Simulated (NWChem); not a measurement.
C₂H₅BF₂O; SMILES C[C@H](O)B(F)F

```xyz
11

C     -1.1958    -1.3548     0.4743
C     -0.0761    -0.7423    -0.3671
O      1.1641    -1.3709    -0.1575
B      0.0692     0.7980    -0.0752
F     -0.9735     1.5952    -0.2448
F      1.1860     1.3556     0.3351
H     -0.9455    -1.3134     1.5457
H     -1.3493    -2.4140     0.2082
H     -2.1508    -0.8313     0.3174
H     -0.3861    -0.8072    -1.4356
H      1.0650    -2.3070    -0.3602
```
Atoms are numbered in this order, from 1.

Geometry: optimised at PBE0/def2-SVP.

**Question.** Give the principal values of the shielding tensors (ppm) of C1, C2, O3, B4, F5 from Hartree-Fock/6-31G* (spherical d), GIAO (NWChem), with their diamagnetic and paramagnetic parts as GIAO splits them.

**Answer.** 
```csv
atom,σ11,σ22,σ33,isotropic,diamagnetic,paramagnetic
C1,161.6,182.0,197.2,180.3,248.8,-68.5
C2,125.8,141.2,193.6,153.5,244.9,-91.4
O3,279.4,309.1,363.5,317.3,393.7,-76.3
B4,74.6,103.1,116.4,98.0,191.5,-93.5
F5,171.8,360.5,416.4,316.2,470.5,-154.3
```
